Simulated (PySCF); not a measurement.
# Correlation energy of Ne (neon, neutral)

[Ne], closed-shell 1S. All numbers are calculated (PySCF 2.14, the spin-free X2C one-electron Hamiltonian (Gaussian nucleus), in x2c-SVPall (3s2p1d, 14 functions)). Frozen: 1s2; 8 electrons correlated.

MP2 pair energies summed by pair of shells (mhartree):

| pair | energy | share (%) |
| --- | --- | --- |
| 2p-2p | -140.35 | 76.3 |
| 2s-2p | -36.40 | 19.8 |
| 2s-2s | -7.08 | 3.8 |

Total MP2 correlation energy: -183.83 mhartree.

Same-spin part -50.77 and opposite-spin part -133.06 mhartree; SCS-MP2 scales them by 1/3 and 6/5 to -176.60 mhartree.

```json
{"level": "CCSD", "correlation energy (mhartree)": "-187.54"}
{"level": "(T)", "correlation energy (mhartree)": "-1.03"}
{"level": "CCSD(T)", "correlation energy (mhartree)": "-188.57"}
```

Diagnostics: T1 = 0.0030, D1 = 0.0043, largest double amplitude 0.042.

Cost of the coupled-cluster step: 0.04 s of wall time on 1 thread of Neoverse-V2 (shared host), for 8 correlated electrons.
